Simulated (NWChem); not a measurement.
System: RbF; SMILES [F][Rb]

Here is an NWChem input.

```
start job
memory heap 200 mb stack 900 mb global 1100 mb
geometry units angstroms
  Rb     0.000000     0.000000    -0.489174
  F      0.000000     0.000000     1.828509
end
basis spherical
  * library def2-svp
end
ecp
  Rb library def2-ecp
end
dft
  xc xpbe96 cpbe96
  iterations 150
end
driver
  maxiter 120
end
task dft optimize
dft
  grid fine
  convergence energy 1d-8 density 1d-7
end
task dft freq numerical
```

Output (shortened):

```
             Northwest Computational Chemistry Package (NWChem) 7.3.0
             --------------------------------------------------------

 ORDER OF PRIMARY AXIS IS BEING SET TO 4
 C4V symmetry detected

                             Geometry "geometry" -> ""
                             -------------------------

 Output coordinates in angstroms (scale by  1.889725989 to convert to a.u.)

  No.       Tag          Charge          X              Y              Z
 ---- ---------------- ---------- -------------- -------------- --------------
    1 Rb                  37.0000     0.00000000     0.00000000    -0.45345972
    2 F                    9.0000     0.00000000     0.00000000     1.86422328

 Effective nuclear repulsion energy (a.u.)      76.0311155222

      Symmetry information
      --------------------

 Group name             C4v
 Group number             18
 Group order               8
 No. of unique centers     2

                                Z-matrix (autoz)
                                --------

 Units are Angstrom for bonds and degrees for angles

      Type          Name      I     J     K     L     M      Value
      ----------- --------  ----- ----- ----- ----- ----- ----------
    1 Stretch                  1     2                       2.31768

                           NWChem Geometry Optimization
                           ----------------------------

 maximum gradient threshold         (gmax) =   0.000450
 rms gradient threshold             (grms) =   0.000300
 maximum cartesian step threshold   (xmax) =   0.001800
 rms cartesian step threshold       (xrms) =   0.001200
 fixed trust radius                (trust) =   0.300000
 source of zmatrix                         =   autoz

          -------------------
          Energy Minimization
          -------------------

 Using diagonal initial Hessian
 Scaling for Hessian diagonals: bonds = 1.00  angles = 0.25  torsions = 0.10

          --------
          Step   0

                                 NWChem DFT Module
                                 -----------------

 Summary of "ao basis" -> "ao basis" (spherical)
 ------------------------------------------------------------------------------
       Tag                 Description            Shells   Functions and Types
 ---------------- ------------------------------  ------  ---------------------
 Rb                         def2-svp                10       24   5s3p2d
 F                          def2-svp                 6       14   3s2p1d

      Symmetry analysis of basis
      --------------------------

        a1         16
        a2          0
        b1          3
        b2          3
        e          16

            General Information
            -------------------
          SCF calculation type: DFT
          Wavefunction type:  closed shell.
          No. of atoms     :     2
          No. of electrons :    18
           Alpha electrons :     9
            Beta electrons :     9
          Charge           :     0
          Spin multiplicity:     1
          Use of symmetry is: on ; symmetry adaption is: on
          Maximum number of iterations: 150
          AO basis - number of functions:    38
                     number of shells:    16
          Convergence on energy requested:  1.00D-06
          Convergence on density requested:  1.00D-05
          Convergence on gradient requested:  5.00D-04

              XC Information
              --------------
          PerdewBurkeErnzerhof Exchange Functional  1.000
            Perdew 1991 LDA Correlation Functional  1.000 local
           PerdewBurkeErnz. Correlation Functional  1.000 non-local

             Grid Information
             ----------------
          Grid used for XC integration:  medium
          Radial quadrature: Mura-Knowles
          Angular quadrature: Lebedev.
          Tag              B.-S. Rad. Rad. Pts. Rad. Cut. Ang. Pts.
          ---              ---------- --------- --------- ---------
          Rb                  2.35      123          13.0       590
          F                   0.50       49           8.0       434
          Grid pruning is: on
          Number of quadrature shells:   172
          Spatial weights used:  Erf1

      Superposition of Atomic Density Guess
      -------------------------------------

 Sum of atomic energies:        -126.75862181

      Non-variational initial energy
      ------------------------------

 Total energy =    -122.778402
 1-e energy   =    -215.183357
 2-e energy   =      73.910900
 HOMO         =      -0.596353
 LUMO         =      -0.050595

      Symmetry analysis of molecular orbitals - initial
      -------------------------------------------------

 !! scf_movecs_sym_adapt:    6 vectors were symmetry contaminated

  Symmetry fudging

 !! scf_movecs_sym_adapt:    4 vectors were symmetry contaminated

  Numbering of irreducible representations:

     1 a1          2 a2          3 b1          4 b2          5 e

  Orbital symmetries:

     1 a1          2 a1          3 a1          4 a1          5 e
     6 e           7 e           8 e           9 a1         10 a1
    11 e          12 e          13 a1         14 a1         15 b2
    16 b1         17 e          18 e          19 a1

[...]

      ----------------------
      Optimization converged
      ----------------------

  Step       Energy      Delta E   Gmax     Grms     Xrms     Xmax
  ---- ---------------- -------- -------- -------- -------- --------
@    1    -123.79232924 -2.3D-09  0.00001  0.00001  0.00000  0.00000
                                     ok       ok       ok       ok

                                Z-matrix (autoz)
                                --------

 Units are Angstrom for bonds and degrees for angles

      Type          Name      I     J     K     L     M      Value     Gradient
      ----------- --------  ----- ----- ----- ----- ----- ---------- ----------
    1 Stretch                  1     2                       2.31769   -0.00001

                         Geometry "geometry" -> "geometry"
                         ---------------------------------

 Output coordinates in angstroms (scale by  1.889725989 to convert to a.u.)

  No.       Tag          Charge          X              Y              Z
 ---- ---------------- ---------- -------------- -------------- --------------
    1 Rb                  37.0000     0.00000000     0.00000000    -0.45346222
    2 F                    9.0000     0.00000000     0.00000000     1.86422578

 Effective nuclear repulsion energy (a.u.)      76.0309515952

      Symmetry information
      --------------------

 Group name             C4v
 Group number             18
 Group order               8
 No. of unique centers     2

                Final and change from initial internal coordinates
                --------------------------------------------------

                                Z-matrix (autoz)
                                --------

 Units are Angstrom for bonds and degrees for angles

      Type          Name      I     J     K     L     M      Value       Change
      ----------- --------  ----- ----- ----- ----- ----- ---------- ----------
    1 Stretch                  1     2                       2.31769    0.00000

 ==============================================================================
                                internuclear distances
 ------------------------------------------------------------------------------
       center one      |      center two      | atomic units |  angstroms
 ------------------------------------------------------------------------------
    2 F                |   1 Rb               |     4.37980  |     2.31769
 ------------------------------------------------------------------------------
                         number of included internuclear distances:          1
 ==============================================================================

[second-derivative integrals and response iterations left out]

  Vibrational analysis via the FX method

  See chapter 2 in "Molecular Vibrations" by Wilson, Decius and Cross

  Vib: Default input used

[...]

 Rotational Constants
 --------------------
 A=   0.000000 cm-1  (  0.000000 K)
 B=   0.202145 cm-1  (  0.290835 K)
 C=   0.202145 cm-1  (  0.290835 K)

 Temperature                      =   298.15K
 frequency scaling parameter      =   1.0000

 Linear Molecule

 Zero-Point correction to Energy  =    0.544 kcal/mol  (  0.000867 au)
 Thermal correction to Energy     =    2.231 kcal/mol  (  0.003555 au)
 Thermal correction to Enthalpy   =    2.823 kcal/mol  (  0.004499 au)

 Total Entropy                    =   56.607 cal/mol-K
   - Translational                =   39.814 cal/mol-K (mol. weight = 103.9101)
   - Rotational                   =   15.757 cal/mol-K (symmetry #  =        1)
   - Vibrational                  =    1.036 cal/mol-K

 Cv (constant volume heat capacity) =    6.476 cal/mol-K
   - Translational                  =    2.979 cal/mol-K
   - Rotational                     =    1.986 cal/mol-K
   - Vibrational                    =    1.511 cal/mol-K

[normal modes left out]

 ----------------------------------------------------------------------------
 Normal Eigenvalue ||           Projected Infra Red Intensities
  Mode   [cm**-1]  || [atomic units] [(debye/angs)**2] [(KM/mol)] [arbitrary]
 ------ ---------- || -------------- ----------------- ---------- -----------
    1       -0.000 ||    0.016871           0.389        16.446       8.027
    2       -0.000 ||    0.016871           0.389        16.446       8.027
    3        0.000 ||    0.016871           0.389        16.446       8.027
    4        0.000 ||    0.016871           0.389        16.446       8.027
    5        0.000 ||    0.000000           0.000         0.000       0.000
    6      380.716 ||    0.058624           1.352        57.149      27.893
 ----------------------------------------------------------------------------
```

Level: PBE/def2-SVP with def2 effective core potentials on Rb. def2 effective core potentials on Rb; no spin-orbit coupling.
